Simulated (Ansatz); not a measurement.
Saddle point of C$_{2}$H$_{10}$Ge, closed shell (C₂H₈Ge ([CH3][CH2][GeH3]) + H₂ → C₂H₆ (CC) + GeH₄; bonds formed: Ge1–H8, C2–H7; bonds broken: Ge1–C2, H7–H8), PBE0-D4/def2-TZVP structure:

```
13
angstrom
Ge -0.4499 0.0260 1.4766
C 0.7382 -0.2521 -0.4727
C -0.0086 0.5747 -1.4972
H 0.0371 1.5226 1.2961
H -1.9793 0.1031 1.3591
H 0.1925 -0.4534 2.7862
H 0.0087 -1.1395 0.3004
H -0.6287 -1.7964 1.0147
H 1.0841 -1.2062 -0.9017
H 1.6207 0.2422 -0.0605
H -0.3394 1.5268 -1.0732
H 0.6157 0.8086 -2.3639
H -0.8911 0.0440 -1.8638
```

Energies are electronic, without zero-point energy. Barriers and step energies count from the start structure reached by relaxing down the imaginary mode; all methods use the PBE0-D4 structures, on which another method's saddle can fall below an end. Computed with Ansatz 0.2.0 (basis: def2-TZVPP, with def2-QZVPP for the basis limit); correlated methods freeze the cores. Filled d shells of the heavier atoms are correlated. The def2 sets are not built for correlating such inner shells, so the correlated values are less sure here. B3LYP uses VWN-RPA correlation. Extrapolation: Hartree–Fock as exp(−7.88 √X), correlation as X^−2.97.

```csv
method,barrier (kcal/mol),step energy (kcal/mol)
SPW92,63.09,-10.79
PBE-D4,?,-10.23
BLYP-D4,?,-10.52
r2SCAN-D4,74.22,-10.69
B97M-V,73.41,-13.19
PBE0-D4,74.46,-11.03
B3LYP-D4,78.09,-11.44
r2SCAN0-D4,76.97,-11.26
BHLYP-D4,82.73,-12.51
CAM-B3LYP-D4,80.23,-12.34
wB97X-V,80.57,-11.20
wB97M-V,79.46,-10.86
B2PLYP,80.65,-11.45
PBE-QIDH,?,-10.65
RPA on PBE,80.26,-10.21
HF,93.51,-15.60
MP2,81.74,-8.64
CCSD,82.86,-11.25
CCSD(T),80.73,-10.29
```

Question: Fill in the withheld barriers. (To be estimated.)

Answer: By the calculation: BLYP-D4 75.20; PBE-QIDH 78.99; PBE-D4 70.44 kcal/mol. Each is the energy of the saddle less that of the start structure, by the same method.

For comparison, the barrier by CCSD(T) at an estimated basis limit (MP2 extrapolated from triple and quadruple zeta, plus CCSD(T) − MP2 in triple zeta) is 81.56 kcal/mol.

No T1 diagnostic of these runs exceeds 0.012.

Labels in which every atom is bracketed show which atoms are joined, not bond orders.

For scale, one of the runs: CCSD(T)/def2-TZVPP, 250 basis functions, launched by `ansatz run in.yaml --threads 8 --pin off --events-out ev --progress --plain --max-ram 19148MiB`. The run took 95 s on 8 CPU threads of an Arm Neoverse V1 (shared host), with 5.4 GiB of host memory at its peak.
